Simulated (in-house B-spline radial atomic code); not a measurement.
Checks on a self-consistent run for the gadolinium ion Gd²⁴⁺, 2s2 2p6 3s2 3p6 3d10 4s2 4p6 4d6. Method: Dirac-Hartree-Fock, average of configuration, Fermi nucleus of rms radius 5.1569 fm. Calculated with a B-spline radial code for spherical atoms.

```json
{"orbital": "2s1/2", "q": "2", "ε (Eh)": "-355.57143", "<1/r>": "17.6009", "<r²>": "0.00976357", "small-component weight": "0.013231"}
{"orbital": "2p1/2", "q": "2", "ε (Eh)": "-343.99693", "<1/r>": "17.6348", "<r²>": "0.00695167", "small-component weight": "0.013325"}
{"orbital": "2p3/2", "q": "4", "ε (Eh)": "-315.50235", "<1/r>": "15.524", "<r²>": "0.0081468", "small-component weight": "0.012355"}
{"orbital": "3s1/2", "q": "2", "ε (Eh)": "-102.38200", "<1/r>": "6.50522", "<r²>": "0.0632454", "small-component weight": "0.0043135"}
{"orbital": "3p1/2", "q": "2", "ε (Eh)": "-96.09552", "<1/r>": "6.44334", "<r²>": "0.0578457", "small-component weight": "0.0042695"}
{"orbital": "3p3/2", "q": "4", "ε (Eh)": "-89.99936", "<1/r>": "5.91174", "<r²>": "0.0642654", "small-component weight": "0.0040058"}
{"orbital": "3d3/2", "q": "4", "ε (Eh)": "-77.70143", "<1/r>": "5.79283", "<r²>": "0.0506716", "small-component weight": "0.0038827"}
{"orbital": "3d5/2", "q": "6", "ε (Eh)": "-76.33956", "<1/r>": "5.65637", "<r²>": "0.0524949", "small-component weight": "0.0038015"}
{"orbital": "4s1/2", "q": "2", "ε (Eh)": "-40.35840", "<1/r>": "2.89071", "<r²>": "0.283695", "small-component weight": "0.0015594"}
{"orbital": "4p1/2", "q": "2", "ε (Eh)": "-37.47037", "<1/r>": "2.82027", "<r²>": "0.285741", "small-component weight": "0.0015064"}
{"orbital": "4p3/2", "q": "4", "ε (Eh)": "-35.83596", "<1/r>": "2.65545", "<r²>": "0.309339", "small-component weight": "0.001432"}
{"orbital": "4d3/2", "q": "2.4", "ε (Eh)": "-30.87488", "<1/r>": "2.52428", "<r²>": "0.314062", "small-component weight": "0.0013246"}
{"orbital": "4d5/2", "q": "3.6", "ε (Eh)": "-30.53510", "<1/r>": "2.48213", "<r²>": "0.321714", "small-component weight": "0.001302"}
```

Electron-electron repulsion V_ee = 2608.5184 hartree.

Question: What total energy follows from the eigenvalues?

Answer: The eigenvalues count the repulsion twice, so E = Σqε - V_ee = -4669.969 - 2608.518 = -7278.488 hartree; the run printed -7278.488.

Question: Does the Dirac virial theorem hold?

Answer: For a point nucleus E = -2c²Σq·w, with w the small-component weight. Here Σq·w = 0.19379 and c = 137.0360, so the ratio E/(-2c²Σq·w) is 1.000033; the finite nucleus accounts for the departure from 1.

Question: What diamagnetic shielding (Lamb formula) and susceptibility (Langevin formula) do the radii give?

Answer: σ = (α²/3)Σq<1/r> = 276.259/(3·137.036²) = 4903.7 ppm, and χ = -0.79199×10⁻⁶·Σq<r²> = -4.254×10⁻⁶ cm³/mol with Σq<r²> = 5.3711 bohr². Both are non-relativistic formulas without the paramagnetism of open shells; for so heavy an element the full relativistic shielding is larger by tens of per cent.
